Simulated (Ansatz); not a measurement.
A run for Ansatz (a quantum-chemistry and plane-wave program): R-PBE0/def2-TZVPP on H2O (SMILES O).

Ansatz 0.2 input:
```yaml
crystal:
  periodic: [false, false, false]
  atoms:
    - {symbol: O, position_ang: [-0.00000000, 0.00000000, 0.38961139]}
    - {symbol: H, position_ang: [0.00000000, 0.76498632, -0.19485569]}
    - {symbol: H, position_ang: [0.00000000, -0.76498632, -0.19485569]}
basis:
  gaussian:
    orbitals: def2-TZVPP
hamiltonian:
  xc: {name: PBE0}
scf: {lower_state_search: off}
```

Program output:

```
WARN ansatz: RAYON_NUM_THREADS=4 ignored (pool sized by the plan → 4); use --threads N
Functional definition: PBE0
these checks for a lower state are left out or cut short: stability, starts, cluster_reference, orbital_swaps, neighbouring_geometries, increment
integrals: 0.00 GiB planned
269 factors; their error is unknown
mean field: 0.10 GiB planned
mean field evaluation 1: about -2074.5267 eV, gradient 5.0e1 eV
mean field evaluation 2: about -2069.5928 eV, gradient 7.3e1 eV
mean field evaluation 4: about -2078.4201 eV, gradient 1.8e-1 eV
mean field evaluation 8: about -2078.4265 eV, gradient 1.8e-3 eV
mean field -2078.42649973 eV, -76.3807650569 hartree, gradient 2.0e-6 eV, S^2 0.000000; 0 other end points of the search recorded, 0 dependent functions left out
reference -2078.42651430 eV, -76.3807655924 hartree; 5, 5 occupied and 54, 54 virtual orbitals, 269 factors
Total energy: -2078.42651430 eV, -76.3807655924 hartree
Checks for a lower state left out: stability, starts, cluster_reference, orbital_swaps, neighbouring_geometries, increment
```

The run converged.

Cost: around 0.26 core-seconds (rough).
